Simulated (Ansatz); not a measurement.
`F[SiH2]/C=C/[SiH3]` + `N[SiH2]F` → `F[SiH2]N[SiH2]F` + `C=C[SiH3]`  (ligand exchange at the Si–C bond)

Isolated molecules relaxed with PBE0-D4/def2-TZVP in Ansatz; ΔE leaves out vibrations. CBS: MP2 limit from def2 TZ/QZ plus the TZ coupled-cluster correction, frozen cores. DFT in def2-TZVPP. B3LYP here is the variant with VWN-RPA as its local correlation; programs differ in this. Each species was taken in one conformer, which may not be the lowest.

| level | ΔE (kJ/mol) |
| --- | --- |
| B3LYP-D4 | -68.7 |
| B3LYP | -68.0 |
| HF/def2-QZVPP | -78.6 |
| MP2/CBS(def2) | -71.7 |

**Question.** What does CCSD(T)/CBS give? (Estimate.)

**Answer.** Ansatz gave: -71.1 kJ/mol. The listed levels differ from it by 2.4, 3.1, -7.5, -0.6 kJ/mol.

Largest T1 diagnostic among the species: 0.012.

In def2-TZVPP, CCSD(T) changes the Hartree–Fock value by +5.8 kJ/mol (the triples alone add +1.0 kJ/mol) and MP2 by +5.2 kJ/mol. From PBE to PBE0 (25 % exact exchange), in def2-TZVPP and without D4, ΔE moves by −3.6 kJ/mol.

CCSD(T)/CBS has its own doubt, a few kJ/mol and more with outer-core shells, so smaller differences from it don't rank the levels.
